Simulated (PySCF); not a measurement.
A GIAO shielding run with PySCF (density fitting, non-relativistic, gas phase) on SMILES Cc1[p-]cc([SiH3])c1C, [C$_{6}$H$_{10}$PSi]-:

```
{"job": {"kind": "nmr", "xc": "PBE0", "basis": "pcSseg-1"}, "charge": -1, "multiplicity": 1}
C      2.510269     0.305799    -1.076956
C      1.238846     0.746614    -0.412054
P      0.902220     2.421746     0.027321
C     -0.642853     1.932521     0.639244
C     -0.892216     0.566303     0.520056
Si    -2.476648    -0.217863     1.045487
C      0.201567    -0.101944    -0.083889
C      0.232804    -1.577225    -0.357767
H      2.304293    -0.175630    -2.038188
H      3.053914    -0.413854    -0.455551
H      3.160223     1.161544    -1.255221
H     -1.339343     2.637425     1.073269
H     -3.249435    -0.855553    -0.048844
H     -3.400949     0.755655     1.655227
H     -2.337521    -1.299213     2.053151
H      1.219474    -1.992792    -0.141501
H      0.009832    -1.788799    -1.408613
H     -0.503239    -2.098414     0.253171
```

Hardware: 1 thread of an Arm Neoverse V1, shared host. The job also computes population analyses, field gradients, ring-centre shieldings.

Question: How large is the calculation?

Answer: 76 electrons, 200 basis functions and 1080 auxiliary functions.

Question: How long does it take?

Answer: 39 s of wall time, with 14 SCF cycles and 5 response iterations. Times on a shared host scatter by some tens of per cent.
